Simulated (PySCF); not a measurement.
Static response to an electric field

Compound: C4H8OSSi.
Structure used (GFN2-xTB), in Å, numbered top down from 1:
```xyz
15
C4H8OSSi angstrom
C     -0.0606   -1.4103   -0.9251
C     -0.3378   -0.2877   -0.2626
S      0.8656    0.7809    0.4634
Si     2.7848   -0.0885    0.0072
C     -1.7708    0.1155   -0.0966
C     -2.0458    1.2465    0.8482
O     -2.6413   -0.4664   -0.6993
H     -0.8780   -1.9867   -1.3266
H      0.9356   -1.7829   -1.0855
H      2.8473   -1.4063    0.6278
H      3.6757    0.8766    0.6253
H      2.9258   -0.1560   -1.4420
H     -1.5262    2.1407    0.5103
H     -3.1152    1.4338    0.8973
H     -1.6634    0.9989    1.8364
```

Level: wB97X-D/def2-SVPD (PySCF), static field, nuclei fixed, core orbitals frozen in the response. The polarisability tensor in these axes (au):

```
x   121.34  -1.83   1.80
y    -1.83  92.69  15.26
z     1.80  15.26  80.38
```

Problem. Diagonalise the tensor; give its mean and Δα, where Δα² is half the sum of the squared differences of the eigenvalues.

Solution. Principal values 69.95, 102.97 and 121.48 au; mean 98.14 au = 14.54 Å³ = 16.18 × 10⁻⁴⁰ C²·m²/J; Δα = 45.21 au (46 % of the mean).

Problem. What is the dipole moment, and where does it point?

Solution. (2.89, 0.18, 0.76) D, 2.99 D in size, pointing from the negative to the positive side. Measured along this direction, the outermost atoms are O7 and H14 at the negative end and H11 at the positive end.

Problem. What depolarisation ratio follows for Rayleigh scattering of linearly polarised light, taking the static tensor?

Solution. ρ = 3Δα²/(45ᾱ² + 4Δα²) = 6132.2/(433390 + 8176.3) = 0.0139.

Problem. What would n − 1 = 2πNα be for an ideal gas of these molecules at 273.15 K and 1 atm, electronic part alone?

Solution. N = p/kT = 2.6868 × 10¹⁹ cm⁻³, so n − 1 = 2π × N × 14.54 × 10⁻²⁴ cm³ = 2455 × 10⁻⁶ at long wavelengths.

Problem. In TDDFT the mean static polarisability is Σ f/ω² over all singlet excitations (ω in hartree). How much of it do the 8 lowest give? Their energies (eV) and oscillator strengths: 3.93, 0.0004; 4.64, 0.0679; 5.81, 0.0041; 6.04, 0.0034; 6.39, 0.0006; 6.65, 0.0115; 6.79, 0.1640; 7.09, 0.0320.

Solution. They add up to 5.82 au, 5.9 % of the 98.14 au; the largest single term is 2.63 au, from the state at 6.79 eV. Terms in order: 0.02, 2.33, 0.09, 0.07, 0.01, 0.19, 2.63, 0.47 au. Higher excitations give the rest. The strengths listed sum to 0.284.

Problem. Find the Langevin capture rate constant for H3O+ (19.018 u) meeting this molecule (132.007 u), k = 2.342 × 10⁻⁹ cm³/s × √(α in Å³ / reduced mass in u).

Solution. The reduced mass is 16.62 u, so k = 2.19 × 10⁻⁹ cm³/s. The formula leaves out the permanent dipole, which adds to the capture rate.

Isolated species at its GFN2-xTB geometry (one conformer only).

The run behind these numbers computed excited states as well. Hardware: one thread, Arm Neoverse V1 (aarch64), shared host. Cost: 67 s of wall time, 0.91 GiB resident at most.
